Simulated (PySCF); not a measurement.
**Working with the constants of GeN⁺**

UHF-CCSD(T) constants of GeN⁺, ³Σ⁻ (triplet), unpaired electrons π ↑↑ (basis Ge 6-31G(d,p), N 6-31G(d,p); no relativity; PySCF 2.14; masses 73.9212 and 14.0031 u):

| Quantity | Value |
| --- | --- |
| ωe | 585.9 cm⁻¹ |
| ωexe | 4.4 cm⁻¹ |
| Be | 0.38164 cm⁻¹ |
| αe | 0.00356 cm⁻¹ |
| De to Ge⁺ + N | 1.46 eV |

(1) What force constant and bond length do these constants imply?

(2) Estimate the centrifugal constant D from the Kratzer relation and find the Dunham coefficient a1.

Correlated steps freeze 10 core orbitals. Correlated levels converge slowly with the basis: in double zeta they bind strong bonds too weakly, by up to about 1 eV, and carry superposition errors of some tenths. Spin–orbit coupling is left out. For an ion De counts to the pair picked by the measured ionisation energies or electron affinities, which need not be the lowest pair at this level. The state is the lowest determinant that a PBE0 search found; another state may lie lower at other levels.

Results:

(1) Reduced mass μred = 11.773 u; k = 5.8918×10⁻⁷·μred·ωe² (u, cm⁻¹, mdyn/Å) = 2.38 mdyn/Å; Re = √(16.8576/(μred·Be)) (u, cm⁻¹, Å) = 1.937 Å.

(2) D = 4Be³/ωe² = 6.48e-07 cm⁻¹; a1 = −1 − αeωe/(6Be²) = -3.39.
